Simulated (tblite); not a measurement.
Species: C4H10F3GeN.
Numbering: `[CH3:1][CH2:2][NH:3][CH2:4][CH2:5][Ge:6]([F:7])([F:8])[F:9]` (hydrogens: H10, H11, H12 on C1; H13, H14 on C2; H15 on N3; H16, H17 on C4; H18, H19 on C5)

Computed with GFN2-xTB (tblite), gas phase: L-BFGS steps from a force-field or distance-geometry start until the largest atomic force falls under 0.01 eV/Å.

Step 33: E = -893.4377 eV
```
atom  x, y, z in Å  |  force x, y, z in eV/Å
C1     -2.6523    0.5209    0.6025    0.008   0.017   0.011
C2     -2.1177   -0.4088   -0.4903   -0.032   0.007   0.010
N3     -0.8213   -1.0004   -0.2100    0.001   0.015  -0.007
C4      0.2597   -0.0447   -0.0974    0.036   0.013   0.012
C5      1.5953   -0.7818   -0.1820    0.024   0.008  -0.009
Ge6     3.0939    0.5300   -0.0877    0.016   0.000  -0.012
F7      3.3556    1.4633   -1.5227    0.001   0.003   0.024
F8      4.6946   -0.0208    0.2828   -0.020  -0.007   0.000
F9      2.8569    1.7711    1.1009    0.024  -0.005  -0.017
H10    -3.6607    0.8506    0.3643    0.027  -0.058  -0.009
H11    -2.0244    1.4033    0.6982    0.005   0.010   0.016
H12    -2.6712    0.0018    1.5601   -0.034   0.021  -0.015
H13    -2.8168   -1.2343   -0.6412   -0.003  -0.023  -0.004
H14    -2.0317    0.1381   -1.4332   -0.005   0.000   0.005
H15    -0.8787   -1.5691    0.6301    0.014   0.007  -0.006
H16     0.2416    0.5477    0.8335   -0.033   0.007   0.006
H17     0.1753    0.6521   -0.9379    0.004  -0.008   0.003
H18     1.7157   -1.4832    0.6440   -0.021   0.010  -0.024
H19     1.6765   -1.3266   -1.1214   -0.013  -0.017   0.015
```

Step 34: E = -893.4381 eV
```
atom  x, y, z in Å  |  force x, y, z in eV/Å
C1     -2.6537    0.5198    0.6031    0.027  -0.004  -0.014
C2     -2.1193   -0.4103   -0.4899   -0.002   0.004   0.003
N3     -0.8210   -1.0004   -0.2106   -0.004   0.042   0.012
C4      0.2595   -0.0424   -0.0973    0.004   0.002   0.003
C5      1.5948   -0.7789   -0.1810    0.029   0.019  -0.010
Ge6     3.0946    0.5312   -0.0874    0.014  -0.004  -0.011
F7      3.3583    1.4647   -1.5216    0.003   0.003   0.020
F8      4.6916   -0.0308    0.2811   -0.014  -0.004   0.001
F9      2.8656    1.7745    1.1000    0.022  -0.006  -0.013
H10    -3.6611    0.8497    0.3621    0.020  -0.051   0.002
H11    -2.0238    1.4008    0.6987   -0.004   0.010   0.019
H12    -2.6728   -0.0006    1.5598   -0.042   0.027  -0.009
H13    -2.8173   -1.2369   -0.6413    0.000  -0.018   0.006
H14    -2.0341    0.1359   -1.4335   -0.006   0.002   0.009
H15    -0.8779   -1.5690    0.6301    0.019   0.016  -0.019
H16     0.2416    0.5505    0.8333   -0.044   0.003   0.007
H17     0.1747    0.6544   -0.9381    0.003  -0.015   0.009
H18     1.7144   -1.4799    0.6451   -0.017   0.003  -0.018
H19     1.6760   -1.3232   -1.1201   -0.010  -0.028   0.003
```

Step 35: E = -893.4385 eV
```
atom  x, y, z in Å  |  force x, y, z in eV/Å
C1     -2.6547    0.5185    0.6035    0.037  -0.024  -0.033
C2     -2.1212   -0.4120   -0.4895    0.034   0.000  -0.005
N3     -0.8207   -0.9997   -0.2110   -0.003   0.054   0.024
C4      0.2593   -0.0397   -0.0970   -0.030  -0.007  -0.007
C5      1.5947   -0.7753   -0.1800    0.020   0.024  -0.009
Ge6     3.0958    0.5325   -0.0873    0.008  -0.009  -0.007
F7      3.3616    1.4662   -1.5199    0.006   0.006   0.011
F8      4.6881   -0.0418    0.2792   -0.005  -0.002   0.003
F9      2.8758    1.7782    1.0988    0.021  -0.007  -0.009
H10    -3.6610    0.8477    0.3598    0.003  -0.034   0.009
H11    -2.0231    1.3983    0.6997   -0.012   0.009   0.018
H12    -2.6754   -0.0028    1.5593   -0.043   0.026   0.002
H13    -2.8178   -1.2401   -0.6415    0.008  -0.008   0.017
H14    -2.0368    0.1335   -1.4336   -0.007   0.006   0.011
H15    -0.8768   -1.5685    0.6299    0.021   0.021  -0.026
H16     0.2405    0.5537    0.8332   -0.047  -0.001   0.008
H17     0.1739    0.6566   -0.9382    0.002  -0.016   0.009
H18     1.7127   -1.4761    0.6459   -0.009  -0.004  -0.007
H19     1.6752   -1.3200   -1.1186   -0.006  -0.034  -0.008
```

Step 36: E = -893.4391 eV
```
atom  x, y, z in Å  |  force x, y, z in eV/Å
C1     -2.6553    0.5167    0.6035    0.031  -0.034  -0.038
C2     -2.1229   -0.4140   -0.4892    0.061  -0.004  -0.012
N3     -0.8204   -0.9982   -0.2112    0.004   0.043   0.023
C4      0.2588   -0.0366   -0.0967   -0.050  -0.007  -0.013
C5      1.5948   -0.7709   -0.1792    0.001   0.019  -0.007
Ge6     3.0972    0.5338   -0.0873    0.000  -0.012  -0.001
F7      3.3656    1.4680   -1.5177    0.010   0.009  -0.001
F8      4.6842   -0.0540    0.2771    0.008  -0.001   0.004
F9      2.8879    1.7821    1.0973    0.018  -0.008  -0.004
H10    -3.6607    0.8447    0.3573   -0.017  -0.011   0.010
H11    -2.0226    1.3956    0.7011   -0.020   0.007   0.013
H12    -2.6791   -0.0046    1.5587   -0.037   0.019   0.015
H13    -2.8181   -1.2439   -0.6415    0.020   0.005   0.029
H14    -2.0399    0.1310   -1.4336   -0.007   0.010   0.006
H15    -0.8751   -1.5677    0.6292    0.022   0.019  -0.023
H16     0.2383    0.5573    0.8331   -0.043  -0.003   0.008
H17     0.1729    0.6588   -0.9382    0.000  -0.008   0.004
H18     1.7104   -1.4718    0.6466    0.002  -0.009   0.003
H19     1.6742   -1.3170   -1.1169   -0.002  -0.033  -0.015
```

Problem. Estimate the geometry and energy of step 37. (The exact step hangs on the optimiser's Hessian estimate; all steps are aligned on step 36, rigid shifts and turns removed.)

Solution. E = -893.4396 eV, largest force 0.062 eV/Å
```
atom  x, y, z in Å  |  force x, y, z in eV/Å
C1     -2.6556    0.5146    0.6030    0.009  -0.027  -0.025
C2     -2.1236   -0.4161   -0.4891    0.061  -0.003  -0.012
N3     -0.8199   -0.9961   -0.2111    0.014   0.014   0.008
C4      0.2578   -0.0337   -0.0964   -0.043   0.000  -0.013
C5      1.5947   -0.7668   -0.1787   -0.021   0.004  -0.004
Ge6     3.0987    0.5348   -0.0873   -0.006  -0.011   0.003
F7      3.3694    1.4700   -1.5155    0.013   0.010  -0.012
F8      4.6806   -0.0653    0.2753    0.017  -0.001   0.004
F9      2.8997    1.7856    1.0956    0.015  -0.010   0.002
H10    -3.6604    0.8415    0.3552   -0.028   0.008   0.006
H11    -2.0225    1.3932    0.7027   -0.026   0.003   0.005
H12    -2.6834   -0.0058    1.5584   -0.025   0.008   0.020
H13    -2.8180   -1.2473   -0.6409    0.031   0.013   0.035
H14    -2.0428    0.1289   -1.4334   -0.004   0.013  -0.003
H15    -0.8730   -1.5667    0.6282    0.020   0.011  -0.010
H16     0.2354    0.5607    0.8332   -0.035  -0.004   0.007
H17     0.1719    0.6607   -0.9382   -0.004   0.005  -0.006
H18     1.7083   -1.4680    0.6471    0.011  -0.008   0.008
H19     1.6730   -1.3149   -1.1156    0.001  -0.024  -0.013
```

The energy changes by -0.0005 eV. The first-order estimate −F·Δx gives -0.0007 eV and the mean of the old and new forces, exact on a quadratic surface, -0.0005 eV. The step makes an angle of 79° with the force vector and moves no atom by more than 0.012 Å.

The cost below is that of the whole relaxation. The run took 0.49 s wall on one thread, Arm Neoverse V2 (aarch64) (shared host).
